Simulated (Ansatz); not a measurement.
A search over several starts for the lowest SCF solution of the cluster SnTe₂⁻ at the given spin, in a small basis.

```yaml
crystal:
  periodic: [false, false, false]
  atoms:
    - {symbol: Sn, position_ang: [0.463655, -0.408904, -0.469416]}
    - {symbol: Te, position_ang: [0.700968, -0.945690, 2.157922]}
    - {symbol: Te, position_ang: [-1.164623, 1.354585, -1.688495]}
basis:
  gaussian: {orbitals: def2-SVP, initial_orbitals: start.molden}
total_charge: -1
magnetization: {spin_polarized: true, initial_magnetization: 1}
hamiltonian: {xc: pbe0, dispersion: d4}
output: {orbitals: {seedname: orbitals}}
```

The file start.molden holds the orbitals of an earlier run on this structure, at another level or in another basis.

```sh
$ ansatz run in.yaml --threads 4 --pin off --events-out ev --progress --plain --max-ram 3916MiB
```

It prints (some lines left out):

```
Functional definition: PBE0
1010 factors; integrals over basis functions are off by at most 1.6e-4 eV
mean field evaluation 1: about -20403.0745 eV, gradient 7.2e1 eV
mean field evaluation 2: about -20411.2991 eV, gradient 1.3e1 eV
mean field evaluation 4: about -20421.7285 eV, gradient 6.9e0 eV
mean field evaluation 8: about -20422.6799 eV, gradient 1.7e-1 eV
mean field evaluation 16: about -20422.6465 eV, gradient 6.0e-1 eV
mean field evaluation 32: about -20422.5092 eV, gradient 9.7e-1 eV
mean field -20422.68029601 eV, -750.5196578886 hartree, gradient 1.4e-5 eV, S^2 0.759385; 4 other end points of the search recorded, 0 dependent functions left out
reference -20422.68031725 eV, -750.5196586689 hartree; 36, 35 occupied and 42, 43 virtual orbitals, 1010 factors
Total energy: -20422.81318284 eV, -750.5245413893 hartree
```

Run time 2.6 s (4 threads of Arm Neoverse V2 on a shared host).

In the def2 sets Sn, Te take a core potential; there is no spin–orbit coupling. The structure comes from a short search, and lower isomers may exist.
